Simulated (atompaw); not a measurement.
# tellurium: one change to a PAW (atompaw) potential, before and after

```
Element                 : tellurium
Generator               : atompaw 4.2.0.5
Type                    : PAW
Functional              : PBEsol
Relativity              : scalar-relativistic
Frozen core             : [Ar] 3d10
Valence charge          : 24
Reference configuration : 4s2 4p6 4d10 5s1 5p5
Partial waves           : 4s (bound): rc 0.90 bohr; 5s (bound): rc 1.05 bohr; 4p (bound): rc 1.00 bohr; 5p (bound): rc 1.65 bohr; 4d (bound): rc 0.85 bohr; 4d channel at -0.5 Ry: rc 1.65 bohr
Local potential         : bessel scheme, radius 1.10 bohr
Core correction         : smooth core density matched at 1.00 bohr
Augmentation charge     : besselshape compensation charge, radius 1.50 bohr; PAW radius 1.65 bohr; waves and projectors: custom polynom vanderbiltortho
```

Change: wave 4d (bound): rc 0.85 bohr becomes 4d (bound): rc 1.34 bohr.

Cutoffs: the cutoffs (Ry, on a coarse ladder) from which the occupation-weighted sum of valence levels, in a spherical-Bessel basis at the reference potential, stays within 10 and 1 mRy of its value at 400 Ry; they do not see the model core or the augmentation charge, which bear on the density cutoff.

Problem. What does the change do?

Solution. The potential gets softer (140 Ry and 200 Ry → 100 Ry and 160 Ry); neither file shows a bound ghost.

| quantity | base | changed |
| --- | --- | --- |
| cutoff, loose | 140 Ry | 100 Ry |
| cutoff, tight | 200 Ry | 160 Ry |
| loose cutoff by channel (10 mRy a level) | s 70 Ry, p 55 Ry, d 90 Ry | s 70 Ry, p 55 Ry, d 50 Ry |
| bound ghosts | none | none |
| s: phases at 1.66 bohr within 0.05 rad from the reference energy up to (Ry; the scan ends near 5) | to the end of the scan | to the end of the scan |
| p: phases at 1.66 bohr within 0.05 rad from the reference energy up to (Ry; the scan ends near 5) | to the end of the scan | to the end of the scan |
| d: phases at 1.66 bohr within 0.05 rad from the reference energy up to (Ry; the scan ends near 5) | 3.2 | 4.0 |
| lowest overlap eigenvalue by channel | s 0.12, p 0.52, d 0.36 | s 0.12, p 0.52, d 0.49 |

 The cutoffs see the waves, projectors and local potential, not the compensation charge or the core.
